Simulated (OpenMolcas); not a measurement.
# Nd2+: the spin-orbit constant, worked from levels

```
Program             : OpenMolcas
Basis               : ANO-RCC-VDZP [7s6p4d2f1g]
Scalar Hamiltonian  : DKH2, point nucleus
Active space        : 4 electrons in 12 orbitals (RAS2 4f; RAS3 5d, at most 1 electron)
State averaging     : 2S+1 = 5 even, 35 roots (30 in the spin-orbit step); 2S+1 = 3 even, 126 roots kept (CI in the orbitals of an earlier block, 52 in the spin-orbit step); 2S+1 = 1 even, 122 roots kept (CI in the orbitals of an earlier block, 0 in the spin-orbit step); 2S+1 = 5 odd, 175 roots (90 in the spin-orbit step); 2S+1 = 3 odd, 128 roots kept (CI in the orbitals of an earlier block, 112 in the spin-orbit step); 2S+1 = 1 odd, 118 roots kept (CI in the orbitals of an earlier block, 13 in the spin-orbit step)
Spin-orbit coupling : RASSI with atomic mean-field integrals over the reference wave functions, term energies averaged over their components
```

Methods: RASSCF; SS-RASPT2, IPEA 0.25 Eh, imaginary shift 0.1 Eh (closed shells correlated: 5s 5p). Measured levels: Ding et al., The Spectrum and Energy Levels of the Low-lying Configurations of Nd III (preprint, 2023).

**The spin-orbit constant.** For the Hund term ⁵I of f4, E(J) = (A/2) J(J+1) + constant and ζ = 2S·A = 4A. From J = 4 to J = 8 the energy changes by 26 A.

```tsv
Source	E(8) - E(4)	A	ζ
RASSCF	5464.0	210.2	841
SS-RASPT2	5480.4	210.8	843
measured	5093.3	195.9	784
```

All in cm-1. SS-RASPT2 is off by +7.6 % and RASSCF by +7.3 %. Both methods take the spin-orbit matrix elements from the reference wave functions, so the second can move ζ only through the term energies and any multistate remixing. Second-order mixing with other terms is absorbed into this ζ.

Term energies are means over components that CASPT2 splits; among the terms shown or strongly mixed into the levels shown the widest spread is 330 cm-1 (4f⁴ ⁵I, SS-RASPT2). High states are left out of the spin-orbit mixing, which shifts the levels that they would mix with. Without dynamic correlation excited terms often stand tens of per cent too high (terms of higher spin than the ground term too low), and those without a measured partner can miss by more than the paired ones (holds for RASSCF). Each CASPT2 term energy is a mean over a sample of three components (holds for SS-RASPT2). Measured partners are found by configuration, term and J. A level has none where our copy of the source lacks it or the pairing is in doubt (some pairs that miss far off the trend of their configuration count as doubtful), and it then counts in no deviation. Only configurations of the active space appear.
